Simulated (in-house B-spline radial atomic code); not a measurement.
A fraction x of an electron is removed from 3d in Ti, starting from [Ar] 3d2 4s2 and keeping the highest spin. All numbers are computed (scalar-relativistic (X2C) OLYP, spin-polarised, spherical fractional occupations; Fermi nucleus of rms radius 3.5921 fm) with a radial B-spline atomic code at the basis-set limit, not measured.

| x | E(x) - E(0) (eV) | 3d up level (eV) |
| --- | --- | --- |
| 0 | 0.0000 | -4.813 |
| 0.03 | 0.1488 | -5.106 |
| 0.16 | 0.8970 | -6.417 |
| 0.36 | ? | ? |
| 0.41 | 2.8349 | -9.125 |
| 0.5 | 3.7022 | -10.155 |
| 0.6 | 4.7763 | -11.332 |
| 0.7 | 5.9697 | -12.542 |
| 0.77 | ? | ? |
| 0.92 | 9.0311 | -15.313 |
| 1 | 10.2978 | -16.356 |

**Question.** What belongs in the row x = 0.36?

**Answer.** An energy change of 2.3927 eV; 3d up at -8.565 eV.

**Question.** What belongs in the row x = 0.77?

**Answer.** An energy change of 6.8779 eV; 3d up at -13.408 eV.

**Question.** Check Janak's theorem between x = 0.03 and 0.16.

**Answer.** The slope of the energy is 5.76 eV; the orbital levels give 5.76 eV (-ε of the emptying orbital, averaged over the two points).
